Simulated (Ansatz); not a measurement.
A nudged elastic band was laid between two geometries of CH6AlBS (10 atoms, charge 0, multiplicity 1).

Theory: Ansatz 0.2.0, UKS PBE-D4/def2-SVP.

```yaml
movable_images: 5
climbing_image: yes
spring: 5.0 eV/Å²
optimiser: quadratic models (default)
start_path: through a guess of the saddle point
force_threshold: 0.05 eV/Å
iteration_limit: 60
end_points: relaxed
```

First end point:

```xyz
10
Properties=species:S:1:pos:R:3
C -1.013 1.577 0.020
Al 0.635 0.500 -0.133
B 0.820 -1.453 0.674
S 0.504 -3.008 -0.137
H -1.443 1.756 -0.991
H -0.787 2.584 0.435
H -1.803 1.116 0.646
H 1.866 1.159 -0.942
H 1.167 -1.672 1.825
H 0.138 -2.611 -1.395
```

Last end point:

```xyz
10
Properties=species:S:1:pos:R:3
C -1.080 1.608 -0.796
Al -0.093 0.266 -0.040
B 0.787 -1.547 0.452
S 0.557 -3.124 -0.351
H -1.761 1.469 -1.655
H -1.054 2.652 -0.436
H 0.441 1.456 1.635
H 1.049 1.605 1.149
H 1.564 -1.637 1.387
H -0.326 -2.801 -1.343
```

(1) What changes between the two ends?

(2) Give the energies along the band, and the barrier.

(3) What is the geometry of the highest image?

Results:

(1) Bonds broken: C1–H7, Al2–H8. Bonds formed: H7–H8. CH6AlBS becomes CH4AlBS + H2.

(2) It converged. The highest image is number 5 of 0 to 6, 2.66 eV above the first end and 0.29 eV above the last; the last end lies 2.37 eV above the first. Neighbouring images differ by up to 2.2 eV, so the band resolves the path poorly. A vibrational analysis at the climbing image gives one clearly imaginary mode, 863i cm⁻¹: a first-order saddle point. The orbitals were unrestricted but ended closed-shell.

| image | path coordinate (Å) | energy (eV) | C1–H7 (Å) | Al2–H8 (Å) | H7–H8 (Å) |
| --- | --- | --- | --- | --- | --- |
| 0 | 0.00 | 0.00 | 1.11 | 1.61 | 4.00 |
| 1 | 1.09 | 0.00 | 1.11 | 1.61 | 3.91 |
| 2 | 2.18 | 0.00 | 1.11 | 1.61 | 3.63 |
| 3 | 3.27 | 0.02 | 1.11 | 1.61 | 3.38 |
| 4 | 4.36 | 0.48 | 1.14 | 1.61 | 2.31 |
| 5 | 5.45 | 2.66 | 1.74 | 1.81 | 0.97 |
| 6 | 6.96 | 2.37 | 2.87 | 2.12 | 0.79 |

(3) 
```xyz
10
Properties=species:S:1:pos:R:3
C -0.983 1.483 -0.511
Al 0.469 0.370 -0.113
B 0.861 -1.601 0.516
S 0.416 -3.048 -0.421
H -1.978 1.183 -0.895
H -0.835 2.577 -0.600
H -0.028 1.702 0.929
H 0.935 1.667 1.053
H 1.455 -1.895 1.537
H -0.228 -2.490 -1.493
```

The run took 3.9 min on 2 threads of Intel(R) Xeon(R) Platinum 8488C (Sapphire Rapids), on a shared host, peak memory 0.23 GiB.
